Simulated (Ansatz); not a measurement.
Basis-set extrapolation for C₂H₆F₂OSi, SMILES `C[SiH2]OC(F)F` (PBE0-D4/def2-TZVP geometry, frozen core, the Gaussian-basis code of Ansatz). Multiplicity 1, RHF reference.

```json
{"": "HF", "def2-TZVPP": "-642.133149", "def2-QZVPP": "-642.158293"}
{"": "MP2 correlation", "def2-TZVPP": "-1.192762", "def2-QZVPP": "-1.291852"}
{"": "CCSD(T) correlation", "def2-TZVPP": "-1.271230", "def2-QZVPP": "not run"}
```

Energies in hartree. Use E(X) = E(∞) + A·exp(−7.88·√X) for Hartree–Fock and E(X) = E(∞) + B·X^(−2.97) for correlation, with X = 3 and 4, and add CCSD(T) minus MP2 of the smaller set to the MP2 limit.

Task: What is the CCSD(T) energy at the basis-set limit?

Result: HF limit: -642.158293 + (-0.025144) × 0.13774 = -642.16176. MP2 limit: -1.291852 + (-0.099090) × 0.74074 = -1.36525. Higher-order term: -1.271230 − (-1.192762) = -0.07847. Total: -643.60548 hartree, 5.47 eV below CCSD(T)/def2-TZVPP.
